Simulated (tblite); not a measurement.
C₆H₈FP.
SMILES with atom numbers: `[CH2:1]=[CH:2][P:3]1[CH2:4][CH:5]=[C:6]([F:7])[CH2:8]1` (hydrogens: H9, H10 on C1; H11 on C2; H12, H13 on C4; H14 on C5; H15, H16 on C8)

Geometry (GFN2-xTB, Å), atoms numbered from 1 in this order:
```
atom  x, y, z in Å
C1     2.785   -0.219   -0.496
C2     1.474   -0.052   -0.451
P3     0.497   -0.397    1.054
C4    -0.866   -1.368    0.193
C5    -1.782   -0.363   -0.425
C6    -1.598    0.880   -0.019
F7    -2.343    1.922   -0.442
C8    -0.531    1.169    0.984
H9     3.335   -0.568    0.363
H10    3.364   -0.015   -1.383
H11    0.922    0.300   -1.317
H12   -0.433   -2.050   -0.543
H13   -1.400   -1.977    0.930
H14   -2.543   -0.664   -1.126
H15    0.083    2.028    0.702
H16   -0.971    1.382    1.964
```

Method: GFN2-xTB as coded in tblite; computed harmonic values from a numerical Hessian at the method's own geometry, unscaled. Against measured fundamentals such values can be off by several per cent, at times by over 20. One conformer, not necessarily the lowest.

Harmonic wavenumbers (cm⁻¹): 48.0, 72.6, 194.0, 218.6, 263.4, 310.0, 354.3, 428.2, 467.8, 547.7, 582.4, 682.4, 703.1, 739.1, 778.8, 814.6, 851.1, 894.0, 907.5, 1003.5, 1005.9, 1022.9, 1063.7, 1091.6, 1133.2, 1196.1, 1208.7, 1228.3, 1260.3, 1396.1, 1426.3, 1436.5, 1664.2, 1735.4, 2925.4, 2933.4, 2958.6, 2965.6, 2998.9, 3081.5, 3110.1, 3112.1.

A = 3096, B = 1158, C = 1060 MHz; mass 130.035 u (most abundant isotopes); point group C1, symmetry number 1.

Problem. Zero-point energy?

Solution. ½Σν̃ = 26408 cm⁻¹ = 75.50 kcal/mol.

Problem. What is S at 298.15 K and 1 bar for an ideal gas of classical rigid rotors and harmonic oscillators?

Solution. Translation 40.53, rotation 28.83, vibration 22.36: S = 91.7 cal/(mol K).

Problem. And Cp and H(298.15 K) − H(0)?

Solution. Cp = 33.87 cal/(mol K), of which vibrations give 25.92 (their classical limit is 42 R = 83.5); H(298.15 K) − H(0) = 6.00 kcal/mol without the zero-point energy, 3.63 from vibrations.

Problem. Which modes carry the vibrational entropy at 298.15 K?

Solution. 48.0 cm⁻¹: 4.90; 72.6 cm⁻¹: 4.08; 194.0 cm⁻¹: 2.19; 218.6 cm⁻¹: 1.97; 263.4 cm⁻¹: 1.64; 310.0 cm⁻¹: 1.36 cal/(mol K); the other 36 give 6.22 together.

Problem. How do the functions run with temperature in this model?

Solution. 
| T (K) | S (cal/(mol K)) | Cp (cal/(mol K)) | H − H(0) (kcal/mol) | G − H(0) (kcal/mol) | ln q(vib) |
| --- | --- | --- | --- | --- | --- |
| 50 | 57.6 | 11.5 | 0.48 | -2.40 | 0.43 |
| 100 | 66.8 | 15.5 | 1.15 | -5.53 | 1.28 |
| 373.15 | 100.1 | 40.6 | 8.80 | -28.54 | 6.69 |
| 500 | 113.3 | 50.1 | 14.58 | -42.08 | 9.39 |
| 750 | 136.2 | 62.5 | 28.79 | -73.36 | 14.63 |
| 1000 | 155.3 | 70.4 | 45.47 | -109.87 | 19.55 |

q(vib) and H(0) count from the zero-point level.

Problem. What must be added to the electronic energy to get the Gibbs energy at 298.15 K and 1 bar?

Solution. ZPE + [H(298.15 K) − H(0)] − T·S = 75.50 + 6.00 − 27.34 = 54.16 kcal/mol.

Hindered rotation and anharmonicity are outside this model. Other conformers, if any are populated, would add a mixing term that is left out. The structure is chiral; the term R ln 2 for an equal mix with its mirror image is left out.
